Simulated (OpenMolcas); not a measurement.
Cr2+ (d4) among equal point charges was computed by CASSCF with the d shell active (OpenMolcas, ANO-RCC-VDZP on the metal). Its lowest spin-free states, and all those of the highest spin:

```
2S+1  Degeneracy  E (cm-1)
   5           2       0.0
   5           3      4389
   3           3     16719
   3           2     19709
   3           3     20482
   3           3     20912
   3           1     22523
   3           1     23893
   3           3     24444
   3           3     25449
   3           2     26238
   1           3     26261
```

Is the site octahedral, tetrahedral or cube-like, axial, or of lower symmetry?

The states with 2S+1 = 5 have orbital degeneracies 2, 3. Threefold states need a cubic site. For d4 at this spin an octahedron puts the twofold E below the threefold T2 and a tetrahedron or cube puts the threefold T2 below the twofold E, so the site is octahedral. The first gap at this spin, 4390 cm-1, is |10Dq| in ligand-field theory. The run had Cr2+ among 6 point charges of -2 e arranged as an octahedron (Oh), 2.26 Å from the ion.

An orbital doublet at a regular site is open to a Jahn-Teller distortion, which this geometry leaves out. Without dynamic correlation the repulsion within the d shell is too large (B by tens of per cent), so at a given field states of lower spin stand too high. The ground term spreads over less than 5000 cm-1, several times less than with real ligands, so orbital moments are less quenched and χT lies further from the spin-only value than at real sites. This is an electrostatic model: the charges have no orbitals. No measured value stands beside these numbers.
